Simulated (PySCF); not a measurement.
NICS in rings of unrelated molecules.

Definitions: NICS(0) = −σiso at the ring centroid; NICS(1) = −σiso and NICS(1)zz = −σzz at ±1 Å along the ring normal z. Level: GIAO PBE0/pcSseg-1 (PySCF, non-relativistic, gas phase) on the GFN2-xTB geometries, one conformer each. Atom numbers follow the mapped SMILES.

Question: Order these rings by mean NICS(1)zz, lowest (most negative) first (ppm).
A. ring C3–S4–C5 in `[CH3:1][CH2:2][C@@H:3]1[S:4][C@H:5]1[F:6]`
B. ring C5–C6–Si7–C8 in `[CH3:1][C:2](=[O:3])[O:4][C:5]1=[CH:6][SiH2:7][C@H:8]1[Cl:9]`
C. ring C5–C6–N7–N8–S9 in `[CH3:1][Si:2]([CH3:3])([CH3:4])[c:5]1[cH:6][n:7][n:8][s:9]1`
D. ring C2–C3–S4–C5 in `[CH3:1][C@@H:2]1[CH2:3][S:4][C@@H:5]1[F:6]`
E. ring C2–C3–N4–N5–C9 in `[CH3:1][c:2]1[cH:3][n:4][n:5]([SiH:6]([CH3:7])[CH3:8])[cH:9]1`
F. ring N3–N4–N5–C6–C7 in `[CH3:1][CH2:2][n:3]1[n:4][n:5][cH:6][c:7]1[CH:8]=[O:9]`
G. ring C4–C6–C7–C9 in `[O:1]=[CH:2][O:3][C@:4]1([SiH3:5])[CH:6]=[C:7]([Cl:8])[CH2:9]1`

Answer: C (-35.1), F (-31.7), E (-30.0), A (-19.0), G (-0.6), B (1.4), D (7.4).

```
                    SMILES                                                       ring  NICS(0)  NICS(1)  NICS(1)zz  HOMA  rms pucker (Å)  ring atoms with four or more neighbours
        C[Si](C)(C)c1cnns1  5-membered ring with 2 N and S; formal bonds all aromatic    -13.9    -14.5      -35.1     –            0.00                                        0
              CCn1nncc1C=O        5-membered ring with 3 N; formal bonds all aromatic    -12.1    -12.9      -31.7  0.97            0.00                                        0
       Cc1cnn([SiH](C)C)c1        5-membered ring with 2 N; formal bonds all aromatic    -12.3    -11.9      -30.0  0.92            0.00                                        0
         CC[C@@H]1S[C@H]1F            3-membered ring with S; formal bonds all single    -45.0     -8.5      -19.0     –            0.00                                        2
O=CO[C@]1([SiH3])C=C(Cl)C1     4-membered carbocycle; formal bonds 1 double, 3 single     -3.9     -3.1       -0.6     –            0.02                                        2
 CC(=O)OC1=C[SiH2][C@H]1Cl   4-membered ring with Si; formal bonds 1 double, 3 single     -3.7     -3.3        1.4     –            0.01                                        2
        C[C@@H]1CS[C@@H]1F            4-membered ring with S; formal bonds all single     -1.0      0.0        7.4     –            0.08                                        3
```

NICS(0) gives another order. The isotropic NICS(1) gives another order. HOMA uses Krygowski's 1993 parameters; it is left out where a ring has a four-coordinate atom, a triple bond, no multiple bond or a kind of bond without parameters. NICS(1) and NICS(1)zz are means over the two faces.
